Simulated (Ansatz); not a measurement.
Ansatz (a quantum-chemistry and plane-wave program) input (RI-MP2/aug-cc-pV(T+d)Z):
A basis named .json is the Basis Set Exchange file of that set.

Ansatz 0.2 input:
```yaml
crystal:
  periodic: [false, false, false]
  atoms:
    - {symbol: Si, position_ang: [-1.16715415, 0.12281588, 0.09724133]}
    - {symbol: P, position_ang: [1.13297119, -0.10870010, -0.15156653]}
    - {symbol: H, position_ang: [-1.67203921, -0.92587735, -0.79830548]}
    - {symbol: H, position_ang: [-1.37508261, 1.51277752, -0.32868322]}
    - {symbol: H, position_ang: [-1.32102149, -0.13675264, 1.54089242]}
    - {symbol: H, position_ang: [1.72453250, -1.36738446, 0.04752699]}
    - {symbol: H, position_ang: [1.98920092, 0.82831611, 0.45068846]}
basis:
  gaussian:
    orbitals: aug-cc-pV_T+d_Z.json
    fitting: {mean_field: def2-universal-jkfit, correlation: aug-cc-pVTZ-RIFIT.json}
total_charge: 1
magnetization: {spin_polarized: true, initial_magnetization: 1}
correlation: {method: mp2, electrons: outside_noble_gas}
```

Output:

```
Functional definition: HF
integrals: 0.19 GiB planned
346 factors; integrals over basis functions are off by at most 1.1e0 eV
524 factors; integrals over basis functions are off by at most 7.0e-1 eV
mean field: 0.61 GiB planned
mean field evaluation 1: about -17204.9158 eV, gradient 1.1e1 eV
mean field evaluation 2: about -17206.2267 eV, gradient 3.9e0 eV
mean field evaluation 4: about -17206.4438 eV, gradient 4.3e-1 eV
mean field -17206.44838520 eV, -632.3253152064 hartree, gradient 1.3e-6 eV, S^2 0.763935; 0 other end points of the search recorded, 0 dependent functions left out
10 core orbitals not correlated
reference -17206.44838520 eV, -632.3253152064 hartree; 7, 6 occupied and 208, 209 virtual orbitals, 524 factors
second order -6.91911087 eV of doubles, -0.00000000 eV of singles
Total energy: -17213.36749607 eV, -632.5795878410 hartree
```
